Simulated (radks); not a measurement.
Problem. Species: Rb2.5+. Configuration: [Ar] 3d10 4s2 4p(up 2.5, down 2) (fractional occupations, a model configuration). Method: scalar-relativistic Kohn-Sham, PBEsol, spin-polarised, spherical densities, finite nucleus; Fermi nuclear charge, rms radius 4.2036 fm; computed with a radial shooting solver on a logarithmic mesh with Libxc functionals. Some entries of the table are withheld. Estimate them.

| orbital | occ. | eigenvalue (eV) | <r^2> (bohr^2) | <r> (bohr) |
|---|---|---|---|---|
| 1s up | 1 | -15050.99 | 0.002189 | 0.04031 |
| 1s down | 1 | -15050.93 | 0.002189 | 0.04031 |
| 2s up | 1 | -2034.765 | 0.03733 | 0.1779 |
| 2s down | 1 | -2034.733 | 0.03733 | 0.1779 |
| 2p up | 3 | -1807.473 | 0.02945 | 0.1552 |
| 2p down | 3 | -1807.423 | 0.02945 | 0.1552 |
| 3s up | 1 | -325.1644 | 0.2997 | 0.5108 |
| 3s down | 1 | -325.1014 | 0.2997 | 0.5108 |
| 3p up | 3 | (1) | (2) | 0.5188 |
| 3p down | 3 | (3) | (4) | 0.5187 |
| 3d up | 5 | -131.5723 | 0.3369 | 0.5246 |
| 3d down | 5 | -131.4873 | 0.3364 | 0.5243 |
| 4s up | 1 | -57.3483 | 2.240 | 1.406 |
| 4s down | 1 | -56.8287 | 2.242 | 1.406 |
| 4p up | 2.5 | -40.3862 | 2.926 | 1.600 |
| 4p down | 2 | -39.8756 | 2.939 | 1.603 |

Solution. 
(1) 3p up eigenvalue (eV): -252.2635
(2) 3p up <r^2> (bohr^2): 0.3146
(3) 3p down eigenvalue (eV): -252.1922
(4) 3p down <r^2> (bohr^2): 0.3144
